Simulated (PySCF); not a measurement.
C3H7BN2, SMILES NB1NCC1=C.

Coordinates come from a PBE-D3(BJ)/def2-SVP optimisation. This is a generated structure with no PubChem entry under its InChIKey; it may be hypothetical. One conformer was computed; it need not be the lowest.

Computed with PBE/def2-TZVP (PySCF).

Symmetry labels are those of the subgroup Cs that the program uses (full group Cs).

Computed valence orbital energies around the gap with their symmetry:
```json
[
 {"orbital": "HOMO−7", "symmetry": "A\"", "energy (eV)": "-10.49"},
 {"orbital": "HOMO−6", "symmetry": "A'", "energy (eV)": "-10.29"},
 {"orbital": "HOMO−5", "symmetry": "A'", "energy (eV)": "-9.21"},
 {"orbital": "HOMO−4", "symmetry": "A'", "energy (eV)": "-8.57"},
 {"orbital": "HOMO−3", "symmetry": "A\"", "energy (eV)": "-7.13"},
 {"orbital": "HOMO−2", "symmetry": "A'", "energy (eV)": "-6.74"},
 {"orbital": "HOMO−1", "symmetry": "A\"", "energy (eV)": "-5.97"},
 {"orbital": "HOMO", "symmetry": "A\"", "energy (eV)": "-5.30"},
 {"orbital": "LUMO", "symmetry": "A\"", "energy (eV)": "-1.11"},
 {"orbital": "LUMO+1", "symmetry": "A'", "energy (eV)": "0.21"},
 {"orbital": "LUMO+2", "symmetry": "A'", "energy (eV)": "0.74"},
 {"orbital": "LUMO+3", "symmetry": "A'", "energy (eV)": "1.10"}
]
```
